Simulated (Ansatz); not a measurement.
A made-up structure of CH₄SeSi, closed shell:

C1  (-0.696, -0.514, -0.360)
Si2  (-0.339, 1.235, -1.306)
Se3  (0.690, 0.367, 0.466)
H4  (-0.494, -1.369, -0.998)
H5  (-1.679, -0.533, 0.100)
H6  (0.450, 0.987, 1.822)
H7  (2.091, -0.171, 0.301)
(Å)

It is relaxed with PBE-D4/def2-SVP and then PBE0-D4/def2-TZVP (Ansatz 0.2.0). Atoms count as bonded within 1.22 times the sum of their covalent radii (H–H: 0.88 Å). The end point is not checked to be a true minimum.

Problem. Does its bonding change? (A judgement: the text doesn't fix the answer.)

Solution. The calculation gives: No: no bond forms or breaks.

Where it ends: The first stage lowers the energy by 1.69 eV in 9 steps. It ends as CH₄SeSi ([CH2]1[Si][SeH2]1):
```xyz
7
angstrom
C -0.6836 -0.3464 -0.4746
Si -0.5710 1.2242 -1.5488
Se 0.7935 0.7763 0.2660
H -0.2334 -1.3066 -0.7515
H -1.4087 -0.4780 0.3367
H 0.3758 0.5509 1.7350
H 1.7512 -0.4187 0.4616
```

Labels in which every atom is bracketed show which atoms are joined, not bond orders.

For scale, one of the runs: PBE0-D4/def2-TZVP relaxation, 140 basis functions, launched by `ansatz run in.yaml --threads 2 --pin off --events-out ev --progress --plain --max-ram 4352MiB`. The run took about 33 s on 2 CPU threads of an Intel Xeon Platinum 8259CL (shared host).
